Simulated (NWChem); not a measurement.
System: dimethyl carbonate (C$_{3}$H$_{6}$O$_{3}$); SMILES COC(=O)OC

Excerpt of the output:

```
             Northwest Computational Chemistry Package (NWChem) 7.3.0
             --------------------------------------------------------

 C2  symmetry detected

                             Geometry "geometry" -> ""
                             -------------------------

 Output coordinates in angstroms (scale by  1.889725989 to convert to a.u.)

  No.       Tag          Charge          X              Y              Z
 ---- ---------------- ---------- -------------- -------------- --------------
    1 C                    6.0000    -2.31585660     0.00003540    -0.01942438
    2 O                    8.0000    -1.07777934    -0.00006665    -0.70439638
    3 C                    6.0000     0.00000000     0.00000000     0.07184263
    4 O                    8.0000     0.00000000     0.00000000     1.27419763
    5 O                    8.0000     1.07777934     0.00006665    -0.70439638
    6 C                    6.0000     2.31585660    -0.00003540    -0.01942438
    7 H                    1.0000    -2.41716021     0.89403603     0.61382863
    8 H                    1.0000    -3.09266411    -0.00309923    -0.79293838
    9 H                    1.0000    -2.41475278    -0.89089022     0.61850863
   10 H                    1.0000     3.09266411     0.00309923    -0.79293838
   11 H                    1.0000     2.41716021    -0.89403603     0.61382863
   12 H                    1.0000     2.41475278     0.89089022     0.61850863

 Effective nuclear repulsion energy (a.u.)     253.4105192478

      Symmetry information
      --------------------

 Group name             C2
 Group number              4
 Group order               2
 No. of unique centers     7

                                 NWChem DFT Module
                                 -----------------

 Summary of "ao basis" -> "ao basis" (spherical)
 ------------------------------------------------------------------------------
       Tag                 Description            Shells   Functions and Types
 ---------------- ------------------------------  ------  ---------------------
 C                          def2-svp                 6       14   3s2p1d
 O                          def2-svp                 6       14   3s2p1d
 H                          def2-svp                 3        5   2s1p

      Symmetry analysis of basis
      --------------------------

        a          59
        b          55

            General Information
            -------------------
          SCF calculation type: DFT
          Wavefunction type:  closed shell.
          No. of atoms     :    12
          No. of electrons :    48
           Alpha electrons :    24
            Beta electrons :    24
          Charge           :     0
          Spin multiplicity:     1
          Use of symmetry is: off; symmetry adaption is: on
          Maximum number of iterations: 150
          AO basis - number of functions:   114
                     number of shells:    54
          Convergence on energy requested:  1.00D-06
          Convergence on density requested:  1.00D-05
          Convergence on gradient requested:  5.00D-04

              XC Information
              --------------
                         B3LYP Method XC Potential
                     Hartree-Fock (Exact) Exchange  0.200
                        Slater Exchange Functional  0.800 local
                    Becke 1988 Exchange Functional  0.720 non-local
              Lee-Yang-Parr Correlation Functional  0.810
                  VWN I RPA Correlation Functional  0.190 local

             Grid Information
             ----------------
          Grid used for XC integration:  medium
          Radial quadrature: Mura-Knowles
          Angular quadrature: Lebedev.
          Tag              B.-S. Rad. Rad. Pts. Rad. Cut. Ang. Pts.
          ---              ---------- --------- --------- ---------
          C                   0.70       49          13.0       434
          O                   0.60       49          11.0       434
          H                   0.35       45          14.0       434
          Grid pruning is: on
          Number of quadrature shells:   564
          Spatial weights used:  Erf1

[...]

                                NWChem TDDFT Module
                                -------------------

            General Information
            -------------------
           No. of orbitals :     228
            Alpha orbitals :     114
             Beta orbitals :     114
        Alpha frozen cores :       0
         Beta frozen cores :       0
     Alpha frozen virtuals :       0
      Beta frozen virtuals :       0
         Spin multiplicity :       1
    Number of AO functions :     114
        Use of symmetry is : off
      Symmetry adaption is : on
         Schwarz screening :  0.10D-07

              XC Information
              --------------
                  B3LYP Method XC Potential
              Hartree-Fock (Exact) Exchange   0.20
                 Slater Exchange Functional   0.80 local
             Becke 1988 Exchange Functional   0.72 non-local
       Lee-Yang-Parr Correlation Functional   0.81
           VWN I RPA Correlation Functional   0.19 local

             TDDFT Information
             -----------------
          Calculation type : Tamm-Dancoff TDDFT
         Wavefunction type : Restricted singlets
          No. of electrons :      48
           Alpha electrons :      24
            Beta electrons :      24
              No. of roots :       6
          Max subspacesize :    5200
            Max iterations :     100
               Target root :       1
           Target symmetry : none
      Symmetry restriction : off
                 Algorithm : Optimal
        Davidson threshold :  0.10D-03

    6 smallest eigenvalue differences (eV)
--------------------------------------------------------
  No. Spin  Occ  Vir  Irrep   E(Occ)    E(Vir)   E(Diff)
--------------------------------------------------------
    1    1   24   25 a        -0.291     0.040     8.999
    2    1   23   25 b        -0.308     0.040     9.477
    3    1   22   25 a        -0.311     0.040     9.548
    4    1   24   26 b        -0.291     0.067     9.731
    5    1   24   27 a        -0.291     0.080    10.090
    6    1   23   26 a        -0.308     0.067    10.209
--------------------------------------------------------

  Entering Davidson iterations
  Restricted singlet excited states

  Iter   NTrls   NConv    DeltaV     DeltaE      Time
  ----  ------  ------  ---------  ---------  ---------
    1      6       0     0.31E+00   0.10+100       13.8
    2     12       0     0.12E+00   0.62E-01       14.0
    3     18       0     0.33E-01   0.17E-01       13.8
    4     24       0     0.12E-01   0.21E-02       13.6
    5     30       1     0.28E-02   0.20E-03       14.8
    6     35       4     0.94E-03   0.17E-04       12.9
    7     37       5     0.23E-03   0.13E-05        8.0
    8     38       6     0.90E-04   0.80E-07        6.5
  ----  ------  ------  ---------  ---------  ---------
  Convergence criterion met

  Ground state a        -343.353799334035 a.u.

  ----------------------------------------------------------------------------
  Root   1 singlet a              0.258878903 a.u.                7.0445 eV
  ----------------------------------------------------------------------------
     Transition Moments    X -0.00000   Y  0.00000   Z  0.00024
     Dipole Oscillator Strength                    0.0000000100
     Electric Quadrupole                           0.0000000004
     Magnetic Dipole                               0.0000011459
     Total Oscillator Strength                     0.0000011563

     Occ.   20  b   ---  Virt.   25  b       -0.05131
     Occ.   24  b   ---  Virt.   25  b       -0.99615
     Occ.   24  b   ---  Virt.   32  b        0.06196
  ----------------------------------------------------------------------------
  Root   2 singlet b              0.316809070 a.u.                8.6208 eV
  ----------------------------------------------------------------------------
     Transition Moments    X  0.40649   Y -0.00082   Z  0.00000
     Dipole Oscillator Strength                    0.0348983797
     Electric Quadrupole                           0.0000000014
     Magnetic Dipole                               0.0000018936
     Total Oscillator Strength                     0.0349002747

     Occ.   23  a   ---  Virt.   25  b       -0.65457
     Occ.   24  b   ---  Virt.   26  a       -0.72393
     Occ.   24  b   ---  Virt.   28  a        0.18008
     Occ.   24  b   ---  Virt.   34  a        0.06036
  ----------------------------------------------------------------------------
  Root   3 singlet b              0.327437333 a.u.                8.9100 eV
  ----------------------------------------------------------------------------
     Transition Moments    X  1.25877   Y -0.00238   Z -0.00000
     Dipole Oscillator Strength                    0.3458827818
     Electric Quadrupole                           0.0000001290
     Magnetic Dipole                               0.0000008330
     Total Oscillator Strength                     0.3458837437

     Occ.   23  a   ---  Virt.   25  b       -0.71146
     Occ.   23  a   ---  Virt.   32  b       -0.07111
     Occ.   24  b   ---  Virt.   26  a        0.67801
     Occ.   24  b   ---  Virt.   29  a        0.08032
  ----------------------------------------------------------------------------
  Root   4 singlet a              0.333434056 a.u.                9.0732 eV
  ----------------------------------------------------------------------------
     Transition Moments    X -0.00000   Y  0.00000   Z  0.32237
     Dipole Oscillator Strength                    0.0231010833
     Electric Quadrupole                           0.0000002340
     Magnetic Dipole                               0.0000000000
     Total Oscillator Strength                     0.0231013173

[...]
```

Level: B3LYP/def2-SVP, TDA. Coordinates come from a PBE0/def2-SVP optimisation.

### Question
Which NWChem input produces such a log?

### Answer
Several could match; the one computed here: the input that was run:
```
start job
memory heap 200 mb stack 900 mb global 1100 mb
geometry units angstroms noautoz
  C     -2.315856    -0.001665    -0.019089
  O     -1.077779    -0.000858    -0.704061
  C      0.000000     0.000000     0.072178
  O      0.000000     0.000000     1.274533
  O      1.077779     0.000858    -0.704061
  C      2.315856     0.001665    -0.019089
  H     -2.417816     0.892261     0.614164
  H     -3.092661    -0.005370    -0.792603
  H     -2.414098    -0.892663     0.618844
  H      3.092661     0.005370    -0.792603
  H      2.417816    -0.892261     0.614164
  H      2.414098     0.892663     0.618844
end
basis spherical
  C library def2-svp
  O library def2-svp
  H library def2-svp
end
dft
  xc b3lyp
  iterations 150
end
tddft
  cis
  nroots 6
  notriplet
end
task tddft energy
```
